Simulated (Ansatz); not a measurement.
Geometry optimisation, RKS r2SCAN-D4/def2-SVP in Ansatz.

The input (input.yaml):

```yaml
crystal:
  periodic: [false, false, false]
  atoms:
    - { symbol: Si, position_ang: [-0.786616, 0.038314, -0.611637] }
    - { symbol: S, position_ang: [0.801092, -0.592152, 2.407102] }
    - { symbol: H, position_ang: [-1.523755, 0.06615, -1.916295] }
    - { symbol: H, position_ang: [-1.749975, 0.076934, 0.513195] }
    - { symbol: "N", position_ang: [0.275833, 1.375094, -0.407013] }
    - { symbol: H, position_ang: [0.732514, -1.597913, 1.500496] }
    - { symbol: O, position_ang: [0.145451, -1.416218, -0.683658] }
    - { symbol: H, position_ang: [1.285214, 0.237896, 1.454554] }
    - { symbol: H, position_ang: [0.883917, 1.712695, -1.146289] }
    - { symbol: H, position_ang: [0.091968, 2.089733, 0.288815] }
    - { symbol: H, position_ang: [-0.155643, -1.990633, -1.399271] }
basis:
  gaussian: { orbitals: def2-SVP }
hamiltonian:
  xc: r2scan
  dispersion: d4
relax:
  f_tol: 0.03
  max_steps: 50
```

Command:

```bash
$ ansatz run input.yaml --threads 2 --pin off --max-ram 3072MiB --backend cpu --events-out ev --progress --plain --runs-dir out
```

Task: Where does it end, and by what steps?

Result: The forces met the threshold. After 7 steps the energy has fallen by 0.079 eV; S2 moved furthest, 0.42 Å.

| step | energy less start (eV) | largest force component (eV/Å) | accepted |
| --- | --- | --- | --- |
| 0 | 0.0000 | 0.997 | yes |
| 1 | -0.0493 | 0.650 | yes |
| 2 | -0.0077 | 0.979 | no |
| 3 | -0.0722 | 0.197 | yes |
| 4 | -0.0769 | 0.085 | yes |
| 5 | -0.0780 | 0.050 | yes |
| 6 | -0.0786 | 0.064 | yes |
| 7 | -0.0788 | 0.024 | yes |

```xyz
11
Properties=species:S:1:pos:R:3
Si -0.853 0.065 -0.732
S 1.191 -0.703 2.495
H -1.434 0.102 -2.114
H -1.940 0.164 0.280
N 0.211 1.369 -0.389
H 0.858 -1.583 1.524
O -0.006 -1.378 -0.635
H 1.312 0.268 1.559
H 0.951 1.677 -1.011
H -0.034 2.074 0.297
H -0.256 -2.055 -1.273
```

Run time: 18 s on 2 threads of Intel(R) Xeon(R) Platinum 8488C (Sapphire Rapids) (shared host), peak memory 0.19 GiB.
